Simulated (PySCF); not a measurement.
**`N#CC[Si@H](F)[Si@H](F)[SiH3]`, C2H7F2NSi3**

Geometry:
| atom | x (Å) | y (Å) | z (Å) |
| --- | --- | --- | --- |
| N1 | -3.198 | -0.815 | 1.389 |
| C2 | -2.689 | -0.512 | 0.409 |
| C3 | -2.022 | -0.108 | -0.784 |
| Si4 | -0.689 | 1.237 | -0.443 |
| F5 | -0.032 | 1.402 | -1.923 |
| Si6 | 0.949 | 0.409 | 0.961 |
| F7 | 1.723 | 1.730 | 1.512 |
| Si8 | 2.565 | -1.014 | 0.078 |
| H9 | -1.554 | -0.984 | -1.238 |
| H10 | -2.764 | 0.273 | -1.489 |
| H11 | -1.378 | 2.516 | -0.281 |
| H12 | 0.320 | -0.067 | 2.197 |
| H13 | 3.317 | -0.384 | -1.011 |
| H14 | 3.535 | -1.469 | 1.077 |
| H15 | 1.911 | -2.205 | -0.476 |

Computed with TDDFT CAM-B3LYP/def2-SVPD circular dichroism and optical rotation, one conformer, gas phase in PySCF. Geometry: GFN2-xTB.

The molecule is flexible and this is one conformer; a measurement averages over conformers.

**Question.** Draw the ECD and absorption spectra from the lowest 12 states, each a Gaussian of half-width 0.2 eV at 1/e height.

**Answer.** 
| E (eV) | λ (nm) | Δε (L mol⁻¹ cm⁻¹) | ε (L mol⁻¹ cm⁻¹) |
| --- | --- | --- | --- |
| 5.31 | 234 | -0.03 | 10.1 |
| 5.41 | 229 | -0.28 | 95.9 |
| 5.51 | 225 | -1.59 | 552 |
| 5.61 | 221 | -5.54 | 1930 |
| 5.71 | 217 | -11.74 | 4080 |
| 5.81 | 214 | -15.30 | 5260 |
| 5.91 | 210 | -13.58 | 4240 |
| 6.01 | 206 | -13.73 | 2750 |
| 6.11 | 203 | -21.27 | 3240 |
| 6.21 | 200 | -19.14 | 5960 |
| 6.31 | 197 | +16.94 | 8970 |
| 6.41 | 194 | +64.07 | 9680 |
| 6.51 | 191 | +71.30 | 7180 |
| 6.61 | 188 | +41.48 | 3560 |
| 6.71 | 185 | +14.99 | 1530 |
| 6.81 | 182 | +7.90 | 2130 |
| 6.91 | 180 | +13.14 | 5000 |
| 7.01 | 177 | +18.03 | 7890 |
| 7.11 | 174 | +11.44 | 7850 |
| 7.21 | 172 | -6.63 | 5450 |
| 7.31 | 170 | -27.55 | 3970 |
| 7.41 | 167 | -41.41 | 4490 |
| 7.51 | 165 | -40.41 | 5250 |
| 7.61 | 163 | -28.06 | 4690 |
| 7.71 | 161 | -14.34 | 3440 |
| 7.81 | 159 | +0.97 | 3400 |

Δε uses R in velocity form, ε uses f in length form. Only the states computed contribute, so the short-wavelength end is incomplete.
